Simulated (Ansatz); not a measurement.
Molecule (SMILES): N#P (N-P).
Atoms: N1, P2. Bonds: N1-P2.

How fast the optimised N1-P2 bond length converges with the basis for several methods (Ansatz, a first-principles code): deviation from each method's own reference, in Å. References: B3LYP 1.4799 Å, the value in pcseg-4; CCSD(T) 1.4962 Å, the value in def2-QZVPP; HF 1.4454 Å, the value in pcseg-4; MP2 1.5175 Å, the value in aug-cc-pV(Q+d)Z; PBE 1.4968 Å, the value in pcseg-4. Cartesian d functions, on some or all atoms, in 6-31G*; all else is spherical. In correlated methods cores are frozen. A restricted Hartree-Fock determinant is unstable towards unrestricted orbitals. No added dispersion term, no relativity. The reference of a correlated method is not its basis-set limit, which lies further on.

```
basis            functions   B3LYP  CCSD(T)  HF      MP2     PBE
---------------  ---------  ------  -------  --  -------  ------
6-31G*                  34  0.0146   0.0167   …   0.0193  0.0153
cc-pV(D+d)Z             37  0.0110   0.0172   …   0.0181  0.0120
pcseg-2                 64  0.0031   0.0034   …   0.0023  0.0033
def2-TZVP               68  0.0028   0.0057   …   0.0045  0.0031
cc-pV(T+d)Z             69  0.0025   0.0055   …   0.0042  0.0026
jun-cc-pV(T+d)Z         87  0.0027   0.0062   …   0.0050  0.0026
cc-pCVTZ               102  0.0034   0.0055   …   0.0042  0.0036
cc-pV(Q+d)Z            119  0.0002   0.0001   …  -0.0009  0.0002
```

What belongs in the gaps?


- 6-31G*, HF: 0.0097
- cc-pV(D+d)Z, HF: 0.0074
- pcseg-2, HF: 0.0023
- def2-TZVP, HF: 0.0025
- cc-pV(T+d)Z, HF: 0.0026
- jun-cc-pV(T+d)Z, HF: 0.0031
- cc-pCVTZ, HF: 0.0030
- cc-pV(Q+d)Z, HF: 0.0004

Mean absolute deviation over pcseg-2, def2-TZVP, cc-pV(T+d)Z, jun-cc-pV(T+d)Z, cc-pCVTZ: HF 0.0027, B3LYP 0.0029, PBE 0.0030, MP2 0.0040, CCSD(T) 0.0053 Å.
